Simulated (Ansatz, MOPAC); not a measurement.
Molecule: WO$_{2}$F, charge 1, multiplicity 1. SMILES: [O]=[W+](=[O])[F]

Atoms: W1, O2, O3, F4. Bonds: W1-O2, W1-O3, W1-F4.

Bond lengths (Å) and angles (degrees) optimised at PM6 with MOPAC; PM7 with MOPAC; HF/6-31G* with LANL2DZ past Ar with Ansatz (an electronic-structure program); B3LYP/LANL2DZ with Ansatz, each started from the B3LYP-D3(BJ)/def2-TZVP structure (Ansatz) of the last column. A row stands for all coordinates that are equal there. 6-31G* holds six Cartesian d functions. No wavenumbers were computed at B3LYP/LANL2DZ, so these may be saddle points.

| coordinate | PM6 | PM7 | HF/6-31G* with LANL2DZ past Ar | B3LYP/LANL2DZ | B3LYP-D3(BJ)/def2-TZVP |
|---|---|---|---|---|---|
| W1-O2 | 1.709 | 1.716 | 1.642 | 1.702 | 1.679 |
| W1-F4 | 1.768 | 1.849 | 1.794 | 1.844 | 1.819 |
| O2-W1-O3 | 117.2 | 130.7 | 105.1 | 103.1 | 103.9 |
| O2-W1-F4 | 109.7 | 114.6 | 109.1 | 104.4 | 106.0 |

Mean signed difference of all 3 bond lengths from B3LYP-D3(BJ)/def2-TZVP: PM6 0.003 Å, PM7 0.035 Å, HF/6-31G* with LANL2DZ past Ar -0.033 Å, B3LYP/LANL2DZ 0.023 Å.
